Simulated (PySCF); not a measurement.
# Ionisation energy along the 25-electron series

Calculated with PySCF 2.14 and a two-component X2C-1e Hamiltonian (Gaussian nucleus, no Breit or QED terms), each ion in its own even-tempered basis scaled to its charge; GMP2 freezes [Ne] and drops the highest virtual spinors. Values in eV. NIST values: (m) measured, (s) semi-empirical, (t) theoretical.

```tsv
ion	configuration	GHF (spin-free)	GMP2 (spin-free)	GHF (screened spin-orbit)	GMP2 (screened spin-orbit)	NIST
Te(27+)	[Ar] 3d7	1538.3	1539.4	1538.9	1539.7	1538 ± 4 (t)
I(28+)	[Ar] 3d7	1638.7	1639.8	1639.1	1639.9	1639 ± 4 (t)
Xe(29+)	[Ar] 3d7	1742.2	1743.3	1742.4	1743.2	1742 ± 4 (t)
```

Between Z = 52 and Z = 54 the GMP2 (screened spin-orbit) value grows as Z to the power 3.29.
